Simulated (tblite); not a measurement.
C5H13FN2Si2.
Numbering: `[CH3:1][NH:2][CH2:3][C@@H:4]([SiH3:5])[Si@@H:6]([F:7])[CH2:8][C:9]#[N:10]` (hydrogens: H11, H12, H13 on C1; H14 on N2; H15, H16 on C3; H17 on C4; H18, H19, H20 on Si5; H21 on Si6; H22, H23 on C8)

Computed with GFN2-xTB (tblite), gas phase: L-BFGS steps from a force-field or distance-geometry start until the largest atomic force falls under 0.01 eV/Å.

Step 3: E = -853.3843 eV
```
atom  x, y, z in Å  |  force x, y, z in eV/Å
C1     -3.2331   -0.5633   -0.1458   -0.082  -0.071  -0.153
N2     -2.1212    0.2050   -0.7049   -0.185   0.016   0.202
C3     -0.9319   -0.1205    0.0514    0.152  -0.153  -0.084
C4      0.3209    0.5609   -0.4651   -0.211   0.365   0.046
Si5     0.2101    2.4709   -0.4349   -0.138  -0.018  -0.051
Si6     1.7922    0.2177    0.6431    0.121  -0.297  -0.345
F7      1.5028    0.8738    2.0923    0.144  -0.304  -0.010
C8      2.0858   -1.6774    0.7857    0.093   0.489   0.004
C9      3.1546   -2.0095   -0.1082   -0.138  -0.161   0.214
N10     4.0145   -2.2428   -0.8261   -0.049  -0.008   0.005
H11    -2.8793   -1.1511    0.7080   -0.305   0.135   0.021
H12    -4.0614    0.0809    0.1636    0.218   0.033  -0.007
H13    -3.6018   -1.2670   -0.8794   -0.335  -0.238  -0.187
H14    -1.9957   -0.0401   -1.6884    0.079   0.130   0.258
H15    -0.7885   -1.2192    0.0371    0.168  -0.091   0.068
H16    -1.1273    0.1553    1.0960    0.098   0.150  -0.139
H17     0.5069    0.2242   -1.4890    0.019   0.007   0.082
H18     1.3193    2.9367   -1.2705   -0.042   0.072  -0.043
H19     0.4371    2.9139    0.9376   -0.039   0.124   0.014
H20    -1.0893    2.9286   -0.8743   -0.170   0.066  -0.161
H21     2.9354    0.8676    0.0506    0.373   0.127   0.195
H22     1.1812   -2.2239    0.5175    0.162  -0.104   0.063
H23     2.3642   -1.8939    1.8136    0.068  -0.269   0.006
```

Step 4: E = -853.4221 eV
```
atom  x, y, z in Å  |  force x, y, z in eV/Å
C1     -3.2347   -0.5651   -0.1498   -0.162  -0.200  -0.185
N2     -2.1264    0.2058   -0.6995    0.052  -0.025   0.136
C3     -0.9296   -0.1246    0.0488   -0.006  -0.001   0.050
C4      0.3163    0.5678   -0.4631   -0.069   0.178  -0.092
Si5     0.2073    2.4732   -0.4363   -0.162   0.050  -0.017
Si6     1.7952    0.2147    0.6355    0.078  -0.064  -0.262
F7      1.5066    0.8652    2.0900    0.147  -0.309  -0.048
C8      2.0883   -1.6675    0.7860   -0.047   0.124   0.113
C9      3.1514   -2.0140   -0.1030    0.239  -0.169  -0.112
N10     4.0122   -2.2425   -0.8252   -0.285   0.021   0.209
H11    -2.8872   -1.1467    0.7079   -0.252   0.050   0.054
H12    -4.0547    0.0811    0.1634    0.072   0.093  -0.007
H13    -3.6103   -1.2731   -0.8841   -0.244  -0.110  -0.072
H14    -1.9936   -0.0370   -1.6806    0.043   0.137   0.151
H15    -0.7840   -1.2217    0.0390    0.152  -0.092   0.034
H16    -1.1246    0.1591    1.0915    0.100   0.096  -0.098
H17     0.5073    0.2243   -1.4869    0.000   0.065   0.117
H18     1.3176    2.9380   -1.2710   -0.044   0.069  -0.045
H19     0.4361    2.9166    0.9376   -0.048   0.114  -0.015
H20    -1.0932    2.9300   -0.8781   -0.144   0.061  -0.150
H21     2.9435    0.8701    0.0559    0.334   0.109   0.184
H22     1.1861   -2.2262    0.5193    0.195  -0.019   0.076
H23     2.3656   -1.9007    1.8127    0.053  -0.180  -0.020
```

Problem. Estimate the geometry and energy of step 5. (The exact step hangs on the optimiser's Hessian estimate; all steps are aligned on step 4, rigid shifts and turns removed.)

Solution. E = -853.4699 eV, largest force 0.546 eV/Å
```
atom  x, y, z in Å  |  force x, y, z in eV/Å
C1     -3.2418   -0.5743   -0.1614   -0.189  -0.186  -0.080
N2     -2.1331    0.2065   -0.6867    0.229  -0.150   0.015
C3     -0.9280   -0.1311    0.0460   -0.054   0.126   0.181
C4      0.3081    0.5808   -0.4621    0.096  -0.058  -0.176
Si5     0.1985    2.4822   -0.4392   -0.167   0.083   0.014
Si6     1.8021    0.2140    0.6165    0.043   0.167  -0.117
F7      1.5176    0.8411    2.0827    0.124  -0.248  -0.028
C8      2.0919   -1.6525    0.7899   -0.081  -0.360   0.154
C9      3.1470   -2.0243   -0.0927    0.443  -0.049  -0.315
N10     4.0052   -2.2428   -0.8217   -0.305  -0.038   0.242
H11    -2.9078   -1.1374    0.7086   -0.148  -0.138   0.089
H12    -4.0408    0.0836    0.1630   -0.191   0.160  -0.053
H13    -3.6314   -1.2863   -0.8936   -0.087   0.064   0.051
H14    -1.9891   -0.0280   -1.6626    0.005   0.136  -0.126
H15    -0.7718   -1.2286    0.0431    0.092   0.006  -0.010
H16    -1.1170    0.1680    1.0804    0.069   0.020   0.115
H17     0.5079    0.2265   -1.4801   -0.026   0.125   0.025
H18     1.3129    2.9417   -1.2726   -0.057   0.070  -0.043
H19     0.4330    2.9240    0.9366   -0.066   0.103  -0.049
H20    -1.1033    2.9338   -0.8885   -0.108   0.059  -0.127
H21     2.9652    0.8763    0.0704    0.256   0.078   0.145
H22     1.2011   -2.2297    0.5248    0.078   0.042   0.053
H23     2.3691   -1.9165    1.8095    0.042  -0.013   0.041
```

The energy changes by -0.0478 eV. The first-order estimate −F·Δx gives -0.0770 eV and the mean of the old and new forces, exact on a quadratic surface, -0.0478 eV. The step makes an angle of 32° with the force vector and moves no atom by more than 0.027 Å.

What follows is the cost of the whole relaxation. Hardware: one thread, Arm Neoverse N1 (aarch64), shared host. Cost: 4.2 s.
